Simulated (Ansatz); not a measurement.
Consider the substitution at a C–Ge bond: `[CH3][GeH2][CH2][AlH2]` + `OCS` → `[AlH2][CH2]OCS` + `[CH3][GeH3]`.

Isolated molecules relaxed with PBE0-D4/def2-TZVP in Ansatz; ΔE leaves out vibrations. CBS: MP2 limit from def2 TZ/QZ plus the TZ coupled-cluster correction, frozen cores. Functionals use def2-TZVPP. For Ge outer-core shells are correlated without core-valence functions, which leaves a few kJ/mol of doubt a bond. Scalar relativity is left out up to krypton. Each species was taken in one conformer, which may not be the lowest.

| level | ΔE (kJ/mol) |
| --- | --- |
| ωB97M-V | 81.7 |
| CCSD(T)/def2-TZVPP | 84.9 |

(1) What does CCSD(T)/CBS give? (Best estimate.)

Largest T1 diagnostic among the species: 0.012.

## Answers

(1) The calculation gave: +87.8 kJ/mol. The listed levels differ from it by -6.1, -2.9 kJ/mol.

In def2-TZVPP, CCSD(T) changes the Hartree–Fock value by +20.9 kJ/mol (the triples alone add +1.5 kJ/mol) and MP2 by +28.4 kJ/mol. From PBE to PBE0 (25 % exact exchange), in def2-TZVPP and without D4, ΔE moves by +5.0 kJ/mol.
